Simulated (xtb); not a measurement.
ethylene glycol (C₂H₆O₂), singlet, geometry from GFN2-xTB; GFN0-xTB (xtb).

xtb was given this input:
```
$ xtb mol.xyz --gfn 0 --etemp 1000 --json

# file mol.xyz
10

O      1.38862697    -0.50655432     0.02194566
C      0.63163470     0.66843375    -0.19835464
C     -0.80964679     0.23574802    -0.47099206
O     -1.37630039    -0.40343259     0.64080028
H      2.30215418    -0.26736004     0.20373679
H      0.65745438     1.31370296     0.68995200
H      1.01699273     1.22851647    -1.06037086
H     -1.42832720     1.11028504    -0.68117583
H     -0.81625899    -0.43066573    -1.34505395
H     -0.76255508    -1.09967399     0.90702455
```

Task: What does xtb print? Leave out banner, timings and long lists.

Result: 
```
   ID    Z sym.   atoms
    1    8 O      1, 4
    2    6 C      2, 3
    3    1 H      5-10

           -------------------------------------------------
          |                Calculation Setup                |
           -------------------------------------------------

           -------------------------------------------------
          |                 G F N 0 - x T B                 |
           -------------------------------------------------

          ...................................................
          :                      SETUP                      :
          :.................................................:
          :  # basis functions                  28          :
          :  # atomic orbitals                  28          :
          :  # shells                           20          :
          :  # electrons                        26          :
          :  electronic temp.         1000.0000000     K    :
          :  accuracy                    1.0000000          :
          :  -> integral cutoff          0.2500000E+02      :
          :  -> integral neglect         0.1000000E-07      :
          ...................................................

         :::::::::::::::::::::::::::::::::::::::::::::::::::::
         ::                     SUMMARY                     ::
         :::::::::::::::::::::::::::::::::::::::::::::::::::::
         :: total energy             -14.077225418824 Eh    ::
         :: gradient norm              0.015602997596 Eh/a0 ::
         :: HOMO-LUMO gap              6.551853952180 eV    ::
         ::.................................................::
         :: H0 energy                -14.121577715810 Eh    ::
         :: repulsion energy           0.132622310199 Eh    ::
         :: electrostat energy        -0.061315559130 Eh    ::
         :: -> Gsolv                   0.000000000000 Eh    ::
         ::    -> Gsasa                0.000000000000 Eh    ::
         ::    -> Gshift               0.000000000000 Eh    ::
         :: dispersion energy         -0.001780577327 Eh    ::
         :: short-range corr.         -0.025173876757 Eh    ::
         :: add. restraining           0.000000000000 Eh    ::
         :: total charge               0.000000000000 e     ::
         :::::::::::::::::::::::::::::::::::::::::::::::::::::

           -------------------------------------------------
          |                Property Printout                |
           -------------------------------------------------

    * Orbital Energies and Occupations

         #    Occupation            Energy/Eh            Energy/eV
      -------------------------------------------------------------
         1        2.0000           -0.6941466             -18.8887
         2        2.0000           -0.6915324             -18.8176
         3        2.0000           -0.6246997             -16.9989
         4        2.0000           -0.6019203             -16.3791
         5        2.0000           -0.5715935             -15.5539
         6        2.0000           -0.5557892             -15.1238
         7        2.0000           -0.5322263             -14.4826
         8        2.0000           -0.5229270             -14.2296
         9        2.0000           -0.5067553             -13.7895
        10        2.0000           -0.4708364             -12.8121
        11        2.0000           -0.4591383             -12.4938
        12        2.0000           -0.4155546             -11.3078
        13        2.0000           -0.4136693             -11.2565 (HOMO)
        14                         -0.1728931              -4.7047 (LUMO)
        15                         -0.1610407              -4.3821
        16                         -0.1366008              -3.7171
        17                         -0.1150819              -3.1315
        18                         -0.0945210              -2.5720
        19                         -0.0759243              -2.0660
        20                         -0.0220983              -0.6013
        21                          0.0071074               0.1934
        22                          0.0623691               1.6972
        23                          0.2076753               5.6511
        24                          0.2298386               6.2542
       ...                                ...                  ...
        28                          0.3314008               9.0179
      -------------------------------------------------------------
                  HL-Gap            0.2407762 Eh            6.5519 eV
             Fermi-level            0.0000000 Eh            0.0000 eV

     #   Z          covCN         q      C6AA      α(0)
     1   8 O        1.656    -0.560    24.028     6.631
     2   6 C        3.672     0.053    22.246     6.836
     3   6 C        3.674     0.096    21.460     6.713
     4   8 O        1.656    -0.539    23.566     6.567
     5   1 H        0.805     0.305     0.705     1.319
     6   1 H        0.923     0.081     1.970     2.195
     7   1 H        0.924     0.054     2.270     2.356
     8   1 H        0.924     0.075     2.035     2.231
     9   1 H        0.923     0.086     1.917     2.165
    10   1 H        0.805     0.348     0.593     1.210

 Mol. C6AA /au·bohr⁶  :        694.946313
 Mol. C8AA /au·bohr⁸  :      14232.837983
 Mol. α(0) /au        :         38.223167

Wiberg/Mayer (AO) data.
largest (>0.10) Wiberg bond orders for each atom

 ---------------------------------------------------------------------------
     #   Z sym  total        # sym  WBO       # sym  WBO       # sym  WBO
 ---------------------------------------------------------------------------
     1   8 O    2.049 --     2 C    0.990     5 H    0.984
     2   6 C    3.956 --     3 C    1.006     1 O    0.990     7 H    0.973
                             6 H    0.973
     3   6 C    3.956 --     2 C    1.006     4 O    0.998     8 H    0.976
                             9 H    0.970
     4   8 O    2.055 --     3 C    0.998    10 H    0.982
     5   1 H    0.985 --     1 O    0.984
     6   1 H    0.997 --     2 C    0.973
     7   1 H    0.992 --     2 C    0.973
     8   1 H    1.000 --     3 C    0.976
     9   1 H    0.994 --     3 C    0.970
    10   1 H    0.998 --     4 O    0.982
 ---------------------------------------------------------------------------

Topologies differ in total number of bonds
Writing topology from bond orders to xtbtopo.mol

 dipole moment from electron density (au)
     X       Y       Z
   0.8641   0.3098  -0.1498  total (Debye):    2.364

           -------------------------------------------------
          | TOTAL ENERGY              -14.077225418824 Eh   |
          | GRADIENT NORM               0.015602997596 Eh/α |
          | HOMO-LUMO GAP               6.551853952180 eV   |
           -------------------------------------------------

normal termination of xtb
```
